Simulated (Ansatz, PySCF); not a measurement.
Bond stretch in SMILES [SiH3]F. The Si1–F5 bond (Si1 also carries H, H, H; F5 carries nothing else) is stretched with both fragments frozen at the PBE0/def2-TZVP optimised geometry.

Levels: UKS-B3LYP/6-31G* = unrestricted B3LYP/6-31G*, spherical d (PySCF 2.14.0); UCCSD(T) = CCSD(T) on UHF/cc-pVTZ, frozen core (Ansatz, a first-principles code).

Energies relative to the lowest point of each curve near equilibrium, in kcal/mol:

| R / Å | UKS-B3LYP/6-31G* |
|---|---|
| 1.28 | 88.1 |
| 1.35 | 47.4 |
| 1.43 | 19.6 |
| 1.53 | 3.4 |
| 1.70 | 2.3 |
| 1.75 | 5.5 |
| 1.85 | 14.4 |
| 2.44 | 79.2 |
| 2.83 | 110.4 |
| 3.22 | 126.2 |
| 3.88 | 138.0 |
| 5.58 | 144.4 |

Q: Estimate the UCCSD(T) values at these points.

A: 1.28: 83.2; 1.35: 43.8; 1.43: 17.5; 1.53: 2.7; 1.70: 2.8; 1.75: 6.1; 1.85: 15.1; 2.44: 81.2; 2.83: 116.8; 3.22: 137.7; 3.88: 146.0; 5.58: 147.1 (kcal/mol).

The unrestricted determinant behind UKS-B3LYP/6-31G* is spin-contaminated at 2.67 to 5.58 Å (<S²> up to 0.9, against 0.00 for a pure singlet). The unrestricted determinant behind UCCSD(T) is spin-contaminated at 2.44 to 5.58 Å (<S²> up to 1.0, against 0.00 for a pure singlet).
